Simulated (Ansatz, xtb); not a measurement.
# GaH4NSi+: where a starting geometry ends

The starting geometry of this gas-phase doublet has its atoms placed at random.

```xyz
7

Ga    1.2362   -0.6891   -0.3294
N     0.2390   -1.0764   -1.9598
Si   -1.8811    0.2754   -0.6569
H     0.9706    0.6811   -0.6796
H     1.1465   -1.9868    0.2292
H    -0.0643   -0.5056   -0.1499
H     0.0703   -0.1387    1.4257
```

Problem. One run relaxed it with r2SCAN-D4/def2-SVP. What is a likely outcome?

Solution. It loosens into GaH2NSi + H2, which stay close as a complex (formulas without charges). Distances that change by over a tenth: Ga1–H5 (1.42 → 1.56 Å). Contacts that open: Ga1–H6 (1.33 → 2.22 Å). Contacts that close: N2–Si3 (2.83 → 1.65 Å), H6–H7 (1.62 → 0.77 Å).

The energy falls by 9.58 eV over 19 steps:

```csv
step,E − E(last) (eV)
1,9.575
3,5.381
5,2.636
7,1.157
9,0.509
11,0.201
13,0.051
15,0.014
17,0.000
19,0.000
```

Final geometry (Å):

```yaml
atoms:
  - { symbol: Ga, position_ang: [0.9587, -0.6139, -0.4737] }
  - { symbol: N, position_ang: [-0.5704, -0.4956, -1.5044] }
  - { symbol: Si, position_ang: [-1.8536, -0.4130, -2.5368] }
  - { symbol: H, position_ang: [1.8146, 0.6874, -0.3923] }
  - { symbol: H, position_ang: [1.4138, -2.0610, -0.1118] }
  - { symbol: H, position_ang: [-0.0923, -0.6485, 1.4809] }
  - { symbol: H, position_ang: [0.0463, 0.1045, 1.4174] }
```

From the same start GFN2-xTB reaches the same bonding as this run.

From so rough a start the end depends on the optimiser's path, so another program may land elsewhere. No frequencies were run, so the end isn't proven a minimum. Open shells are spin-unrestricted. Run with Ansatz 0.2.0, 2.8 min on 1 thread of Intel(R) Xeon(R) Platinum 8488C (Sapphire Rapids), on a shared host.
